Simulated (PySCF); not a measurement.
Compound: C4H12OSi.
SMILES: `CC(C)(C)[SiH2]O`

Computed, not measured: TDDFT B3LYP/def2-SVPD, vertical, gas phase, core orbitals frozen in the response in PySCF. Geometry: PBE0-D3(BJ)/def2-SVP, one conformer, isolated molecule. Torsions of this conformer, `[CH3:1][C:2]([CH3:3])([CH3:4])[SiH2:5][OH:6]`: C1–C2–Si5–O6 -61°, H–O6–Si5–C2 -77°.

| state | E (eV) | ν̃ (cm⁻¹) | f | \|μ\| (D) | main configurations (H = HOMO, L = LUMO) |
| --- | --- | --- | --- | --- | --- |
| S1 | 6.30 | 50780 | 0.0002 | 0.09 | H→L (98%) |
| S2 | 6.99 | 56400 | 0.027 | 1.01 | H→L+1 (98%) |
| S3 | 7.54 | 60820 | 0.0060 | 0.46 | H-1→L (96%) |
| S4 | 7.85 | 63310 | 0.011 | 0.60 | H→L+3 (64%), H→L+4 (18%), H→L+2 (14%) |
| S5 | 7.89 | 63600 | 0.069 | 1.52 | H→L+2 (70%), H→L+4 (20%) |
| S6 | 7.95 | 64160 | 0.018 | 0.77 | H→L+4 (59%), H→L+3 (29%), H→L+2 (10%) |
| S7 | 8.12 | 65520 | 0.185 | 2.45 | H→L+5 (75%), H-4→L (11%) |
| S8 | 8.19 | 66050 | 0.022 | 0.84 | H-4→L (38%), H-2→L (37%), H→L+5 (15%) |
| S9 | 8.25 | 66570 | 0.010 | 0.57 | H-2→L (52%), H-4→L (25%), H-3→L (18%) |
| S10 | 8.27 | 66690 | 0.0065 | 0.45 | H-3→L (77%), H-4→L (14%) |

Triplets (Tamm–Dancoff): T1 6.12 eV, H→L (95%); T2 6.85 eV, H→L+1 (94%); T3 7.23 eV, H-1→L (89%); T4 7.49 eV, H→L+2 (68%), H→L+4 (12%), H→L+5 (10%).

The lowest singlet lies at 6.30 eV (197 nm, vacuum ultraviolet) and is dark (f under 0.0005); its leading configuration is HOMO→LUMO (98%). The most intense listed level is S7 at 8.12 eV (153 nm, f = 0.185), 1.83 eV above S1. Löwdin shares by element: HOMO carbon 35% or more, silicon 19%, oxygen 13% (atoms not listed hold the other 33%); LUMO oxygen 24%, hydrogen 23% or more, silicon 22% (atoms not listed hold the other 31%). Weighted by f, the mean energy of these states is 7.97 eV. The oscillator strengths of these states sum to 0.355; summed over the whole spectrum of an exact calculation they would give the number of electrons, 58 (Thomas–Reiche–Kuhn). The listed states span 1.97 eV, and the widest gap between neighbours is 0.70 eV (S1 to S2). All these states lie below the vertical ionisation energy of 9.47 eV (ΔSCF). Singlets were solved by full linear response, triplets in the Tamm–Dancoff approximation.
